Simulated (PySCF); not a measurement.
Excitations are Tamm–Dancoff values on a coarser integration grid. The basis has no diffuse functions, so Rydberg states are missing or too high.

Cartesian coordinates (Å):
```xyz
10

N      1.2617    -0.6603    -0.1223
B      0.0000    -0.0001    -0.0007
N     -1.2119    -0.7513    -0.1019
N     -0.0502     1.4102     0.2210
H      1.3516    -1.6557    -0.2105
H      2.1390    -0.1936     0.0160
H     -1.2313    -1.7265    -0.3370
H     -2.1199    -0.3244    -0.1088
H      0.7686     1.9807     0.3231
H     -0.9075     1.9211     0.3211
```
Charge 0, multiplicity 1.

Task: Predict the T1 excitation (TDA), HOMO–LUMO gap, LUMO, dipole moment and total energy from PySCF with PBE-D3(BJ)/def2-TZVP // B3LYP-D3(BJ)/def2-TZVP.

Result: 
```
Quantity                   Value
-------------------  -----------
T1 excitation (TDA)      5.05 eV
HOMO–LUMO gap            5.17 eV
LUMO                     0.09 eV
dipole moment             0.02 D
total energy         -5243.10 eV
```
